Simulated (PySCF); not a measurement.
# M06-2X on Se⁺ (selenium, charge +1)

Configuration: [Ar] 3d10 4s2 4p3, high-spin 4S determinant. Computed with PySCF 2.14 in cc-pVDZ-DK, with scalar relativity by spin-free X2C-1e.

```json
{
 "Total energy": "-2429.470 hartree",
 "One-electron energy": "-3366.186 hartree",
 "Hartree (Coulomb) energy": "1025.218 hartree",
 "Exchange-correlation energy": "-88.502 hartree",
 "⟨S²⟩": "3.7519",
 "⟨L²⟩": "0.000",
 "Sum of ⟨r⟩": "22.34 bohr",
 "Sum of ⟨r²⟩": "31.20 bohr²",
 "Langevin diamagnetic susceptibility": "-24.7 ×10⁻⁶ cm³/mol",
 "Time after the integrals": "0.48 s of wall time on 1 thread of Neoverse-V2 (shared host)"
}
```

| shell | electrons | mean orbital energy (eV) | rms radius, mean of both spins (bohr) |
| --- | --- | --- | --- |
| 1s α | 1 | -12622.3 | 0.0508 |
| 1s β | 1 | -12622.0 | 0.0508 |
| 2s α | 1 | -1658.4 | 0.212 |
| 2s β | 1 | -1658.2 | 0.212 |
| 2p α | 3 | -1462.3 | 0.189 |
| 2p β | 3 | -1462.0 | 0.189 |
| 3s α | 1 | -240.15 | 0.614 |
| 3s β | 1 | -239.76 | 0.614 |
| 3p α | 3 | -178.09 | 0.637 |
| 3p β | 3 | -177.60 | 0.637 |
| 3d α | 5 | -73.398 | 0.697 |
| 3d β | 5 | -73.055 | 0.697 |
| 4s α | 1 | -31.954 | 1.91 |
| 4s β | 1 | -26.229 | 1.91 |
| 4p α | 3 | -18.882 | 2.27 |

Densities and radii are taken from the X2C orbitals without a picture-change correction, which distorts them close to the nucleus.
